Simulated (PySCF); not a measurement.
Geometries of 3 isomers of C5H9NO, from PySCF, PBE0-D3(BJ)/def2-SVP geometry optimisation, gas phase. One conformer each, no zero-point energy, no frequencies.

Task: Which is lowest in electronic energy at this level?
A.
```xyz
16
angstrom
C     -0.442    0.954    1.477
C     -0.142    0.323    0.334
C      1.221    0.386   -0.297
C      2.093   -0.817    0.059
C     -1.129   -0.582   -0.351
N     -2.446   -0.338   -0.109
O     -0.761   -1.488   -1.077
H      0.294    1.590    1.978
H     -1.408    0.834    1.975
H      1.716    1.317    0.025
H      1.108    0.436   -1.392
H      1.613   -1.746   -0.279
H      2.249   -0.880    1.147
H      3.080   -0.739   -0.423
H     -2.757    0.533    0.293
H     -3.117   -0.914   -0.600
```
B.
```xyz
16
angstrom
O      2.568    1.262   -0.048
C      1.463    0.756   -0.031
C      1.236   -0.688   -0.438
C     -0.068   -1.292    0.063
C     -1.217   -0.333   -0.208
C     -0.987    0.974    0.529
N      0.351    1.475    0.301
H      1.261   -0.696   -1.542
H      2.121   -1.250   -0.111
H      0.000   -1.485    1.148
H     -0.246   -2.268   -0.416
H     -1.287   -0.139   -1.292
H     -2.182   -0.760    0.106
H     -1.715    1.733    0.199
H     -1.164    0.818    1.612
H      0.561    2.426    0.584
```
C.
```xyz
16
angstrom
C     -2.595   -0.149    0.427
C     -1.489    0.711   -0.181
C     -0.260   -0.073   -0.493
C      0.960    0.145    0.009
C      2.100   -0.730   -0.387
N      3.284   -0.417    0.208
O      1.992   -1.650   -1.175
H     -2.272   -0.593    1.381
H     -3.500    0.447    0.618
H     -2.873   -0.975   -0.246
H     -1.242    1.548    0.493
H     -1.863    1.162   -1.118
H     -0.353   -0.918   -1.188
H      1.137    0.966    0.714
H      3.377    0.341    0.867
H      4.095   -0.977   -0.017
```

Result: B. That is delta-valerolactam (`O=C1CCCCN1`), 18.0 kcal/mol below the next.

| SMILES | atoms numbered as above | E (Eh) | relative (kcal/mol) | relative (kJ/mol) | dipole (D) |
| --- | --- | --- | --- | --- | --- |
| O=C1CCCCN1 | [O:1]=[C:2]1[CH2:3][CH2:4][CH2:5][CH2:6][NH:7]1 | -325.35421 | 0.0 | 0.0 | 3.98 |
| CC/C=C/C(N)=O | [CH3:1][CH2:2]/[CH:3]=[CH:4]/[C:5]([NH2:6])=[O:7] | -325.32557 | 18.0 | 75.2 | 3.48 |
| C=C(CC)C(N)=O | [CH2:1]=[C:2]([CH2:3][CH3:4])[C:5]([NH2:6])=[O:7] | -325.32322 | 19.5 | 81.4 | 3.35 |

As drawn, the highest has a C=C bond outside aromatic rings, which the lowest lacks.
